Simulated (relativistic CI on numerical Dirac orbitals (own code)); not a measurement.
## Slater and spin-orbit integrals, Pt4+

These numbers are calculated, not measured: Dirac-Coulomb-Breit CI, separate exchange-only KLI orbitals for each configuration, QED by a radiative potential, valence Slater integrals scaled by 0.85, P86 correlation energy added to each configuration (own radial code, finite nucleus).

Slater integrals F^k, G^k are unscaled and averaged over j, outside the closed core [Kr] 4d10 4f14; ζ comes from projecting the Hamiltonian with its Breit term on Σ l·s of the shell.

- 5s2 5p6 5d6: F^2(5d,5d) = 73138, F^4(5d,5d) = 48913, ζ(5d) = 5064.3 cm⁻¹; <r>(5d) = 1.431, <r^2>(5d) = 2.345 (bohr units).
- 5s2 5p6 5d5 6s: F^2(5d,5d) = 74089, F^4(5d,5d) = 49607, ζ(5d) = 5334.6, G^2(5d,6s) = 24184 cm⁻¹; <r>(5d) = 1.413, <r^2>(5d) = 2.287, <r>(6s) = 2.193, <r^2>(6s) = 5.356 (bohr units).
- 5s2 5p6 5d5 6p: F^2(5d,5d) = 74635, F^4(5d,5d) = 50022, ζ(5d) = 5471.3, F^2(5d,6p) = 32807, G^1(5d,6p) = 13694, G^3(5d,6p) = 11868, ζ(6p) = 12449 cm⁻¹; <r>(5d) = 1.405, <r^2>(5d) = 2.258, <r>(6p) = 2.61, <r^2>(6p) = 7.598 (bohr units).

Give the Racah parameters of the d shell in 5s2 5p6 5d6.

B = F²/49 − 5F⁴/441 = 938 cm⁻¹ and C = 35F⁴/441 = 3882 cm⁻¹; values fitted to spectra at such low charge are typically 15 to 30 % smaller.

In this model ζ of a weakly bound d, f or g electron outside closed shells comes out too small, for d by up to a factor of two or three and at times with the wrong sign; that of an outer p electron is too small as well.

Averages of the first 10 configurations, taken without configuration mixing, which lowers the lowest level and can move excited configurations by several eV; other configurations of the list can lie among them:

| Configuration | Parity | States | Average energy above the lowest level (eV) |
| --- | --- | --- | --- |
| 5s2 5p6 5d6 | even | 210 | 4.3 |
| 5s2 5p6 5d5 6s | even | 504 | 15.6 |
| 5s2 5p6 5d5 6p | odd | 1512 | 26.1 |
| 5s2 5p6 5d5 5f | odd | 3528 | 40.9 |
| 5s2 5p6 5d5 5g | even | 4536 | 50.7 |
| 5s2 5p6 5d5 7s | even | 504 | 39.4 |
| 5s2 5p6 5d4 6s 6p | odd | 2520 | 38.7 |
| 5s2 5p6 5d5 6d | even | 2520 | 38.4 |
| 5s2 5p5 5d7 | odd | 720 | 63.1 |
| 5s2 5p6 5d5 7p | odd | 1512 | 43.3 |
